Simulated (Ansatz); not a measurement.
Start from `[NH2][In]([F])[F]` and change one element to get `[NH2][Al]([F])[F]`.

Ansatz, PBE0-D4/def2-TZVP geometries, multiplicity 1. Each molecule was computed in one conformer, which needn't be the lowest.

Elements past krypton have def2 core potentials.

```json
{"property": "HOMO energy (PBE0/def2-TZVPP) / eV", "`[NH2][In]([F])[F]`": "-8.41"}
{"property": "HOMO–LUMO gap (PBE0/def2-TZVPP) / eV", "`[NH2][In]([F])[F]`": "6.16"}
{"property": "HOMO energy (ωB97M-V/def2-TZVPP) / eV", "`[NH2][In]([F])[F]`": "-10.77"}
{"property": "LUMO energy (ωB97M-V/def2-TZVPP) / eV", "`[NH2][In]([F])[F]`": "-0.34"}
{"property": "HOMO energy (PBE/def2-TZVPP) / eV", "`[NH2][In]([F])[F]`": "-6.98"}
{"property": "zero-point energy (PBE0-D4/def2-TZVP) / kJ/mol", "`[NH2][In]([F])[F]`": "75.3"}
```

What does the change do to each property? (Estimate.)

The calculation gave: 
| property | `[NH2][Al]([F])[F]` | shift |
| --- | --- | --- |
| HOMO energy (PBE0/def2-TZVPP) / eV | -8.04 | 0.37 |
| HOMO–LUMO gap (PBE0/def2-TZVPP) / eV | 7.37 | 1.21 |
| HOMO energy (ωB97M-V/def2-TZVPP) / eV | -10.45 | 0.32 |
| LUMO energy (ωB97M-V/def2-TZVPP) / eV | 0.90 | 1.24 |
| HOMO energy (PBE/def2-TZVPP) / eV | -6.58 | 0.40 |
| zero-point energy (PBE0-D4/def2-TZVP) / kJ/mol | 81.5 | 6.2 |

With PBE0 the HOMO rises by 0.37 eV and the LUMO rises by 1.58 eV, so the gap widens by about 1.21 eV. PBE moves the HOMO by 0.40 eV and ωB97M-V by 0.32 eV.
